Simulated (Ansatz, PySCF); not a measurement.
Molecule: sum formula PbClF, charge 0, multiplicity 1. 
Geometry from a B3LYP-D3(BJ)/def2-TZVP (Ansatz, an electronic-structure program) optimisation:
```
Pb
F 1 2.0584
Cl 1 2.4802 2 98.20
```
Charge 0, spin multiplicity 1.

Total electronic energies in hartree. Correlated levels leave the core frozen unless marked. Spin-orbit coupling is left out. Frozen are the shells of the preceding noble gas and the d and f shells that filled before the atom's block. In def2 rows, elements after Kr have scalar-relativistic effective core potentials. CBS(X,Y): correlation extrapolated as X^-3; Hartree-Fock from the larger set. The bracket is a focal-point correction in the basis named.

```tsv
level	program	energy (Eh)
HF/def2-TZVPPD	Ansatz	-750.92391
RI-HF/def2-QZVPPD	Ansatz	-750.94221
PBE-D4/def2-TZVPD	Ansatz + dftd4	-752.83590
BP86-D4/def2-TZVPD	PySCF + dftd4	-753.27989
PBE0-D4/def2-TZVP	Ansatz + dftd4	-752.82780
MP2/def2-TZVPPD	Ansatz	-751.44900
CCSD/def2-SVPD	Ansatz	-751.07402
RI-MP2/CBS(def2-TZVPPD,def2-QZVPPD)+[CCSD(T)-MP2]/def2-TZVPPD	Ansatz	-751.5862
CCSD(T)/CBS(def2-TZVPPD,def2-QZVPPD)	Ansatz	-751.5852
```

Totals of different functionals don't rank their quality; only differences between species are comparable.
